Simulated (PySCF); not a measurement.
Species: C5H6FNO2.
Z-matrix (Å and degrees, GFN2-xTB geometry), rows numbered from 1:
```
C 
C   1  1.3211
O   2  1.3712  1  120.76
C   3  1.3607  2  120.39  1  -161.98
C   4  1.3345  3  129.50  2    19.61
F   5  1.3426  4  125.65  3    -0.37
C   4  1.5058  3  114.04  2  -162.53
N   7  1.3460  4  113.74  3    -0.53
O   7  1.2111  4  122.35  3   179.33
H   1  1.0752  2  121.60  3     3.01
H   1  1.0724  2  120.50  3  -176.83
H   2  1.0804  1  122.66  3   176.99
H   5  1.0782  4  120.89  3   179.10
H   8  1.0056  7  119.02  4  -178.72
H   8  1.0051  7  120.69  4    -1.68
```

Method: TDDFT B3LYP/def2-SVPD, vertical, gas phase, core orbitals frozen in the response (PySCF 2.14.0, density-fitted response routines).

Kohn–Sham orbitals with the atoms that hold most of them (Löwdin shares over 4%, at most four atoms; ? is withheld):

| orbital | ε (eV) | atoms |
| --- | --- | --- |
| LUMO+2 | 0.13 | C5 16%, C4 11%, C7 9%, C2 9% |
| LUMO+1 | -0.12 | C2 34%, C1 29%, O3 9%, H10 6% |
| LUMO | -1.28 | ? |
| HOMO | -6.76 | ? |
| HOMO-1 | -7.61 | O9 69%, C7 10%, C4 7%, N8 6% |
| HOMO-2 | -7.96 | N8 35%, O9 35%, C7 10%, C1 5% |
| HOMO-3 | -8.15 | C2 17%, C4 16%, C1 16%, N8 14% |

Question: Which atoms hold the HOMO, and with what shares?

Answer: O3 (bonded to 2 C) 21%; C1 (bonded to C and 2 H) 18%; C5 (bonded to C, F and H) 17%; C4 (bonded to 2 C and O) 12%. By element: carbon 48% or more, oxygen 21% or more.

Question: Which atoms hold the LUMO, and with what shares?

Answer: C5 (bonded to C, F and H) 24%; C7 (bonded to C, N and O) 16%; C4 (bonded to 2 C and O) 16%; O9 (bonded to C) 12%. By element: carbon 56% or more, oxygen 12% or more.

Question: The HOMO–LUMO gap is 5.49 eV. Where does the response calculation put the lowest singlet, and from which orbitals?

Answer: S1 is at 4.85 eV (f = 0.014), 0.64 eV below the gap, made of HOMO-1→LUMO (73%), HOMO→LUMO (24%). Its leading pair isn't HOMO and LUMO; the energies of that pair differ by 6.33 eV. Without the coupling terms of the response equations the lowest excitation would equal the gap.

Question: Give energy, strength and leading configuration of S1, S2 and S8, and follow the Löwdin shares of the leading atoms from the occupied to the empty orbital.

Answer: 
- S1 (4.85 eV, f 0.014), HOMO-1→LUMO (73%): O9 69% → 12%, C7 10% → 16%, C5 at most 6% → 24%
- S2 (5.13 eV, f 0.081), HOMO→LUMO (71%): O3 21% → at most 12%, C1 18% → at most 12%, C5 17% → 24%, C7 at most 13% → 16%
- S8 (6.76 eV, f 0.0033), HOMO-1→LUMO+1 (95%): O9 69% → at most 7%, C7 10% → at most 7%, C2 at most 6% → 34%, C1 at most 6% → 29%

Löwdin shares depend on the basis, the more so with diffuse functions.

One conformer stands for the species.
